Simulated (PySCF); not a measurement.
methylammonium (CH6N), SMILES C[NH3+], charge +1. Heavy atoms are numbered as in [CH3:1][NH3+:2]. Hydrogens are named by the atom that carries them.

The structure is a stationary point at PBE0-D3(BJ)/def2-TZVP.

All values below come from PBE0/pcSseg-2 (PySCF).

GIAO shieldings, no solvent; atoms alike by connectivity are averaged. δ = σ(ref) − σ: ¹³C against TMS (σ = 186.1 ppm); ¹⁵N against NH3 (σ = 263.3 ppm); ¹H against TMS (σ = 31.54 ppm), references at their B3LYP-D3(BJ)/def2-TZVP geometries, non-relativistic.

| nucleus | atoms | count | δ (ppm) |
|---|---|---|---|
| ¹³C | C1 (CH3) | 1 | 33.4 |
| ¹⁵N | N2 (NH3) | 1 | 39.1 |
| ¹H | H on N2 | 3 | 4.74 |
| ¹H | H on C1 | 3 | 3.38 |
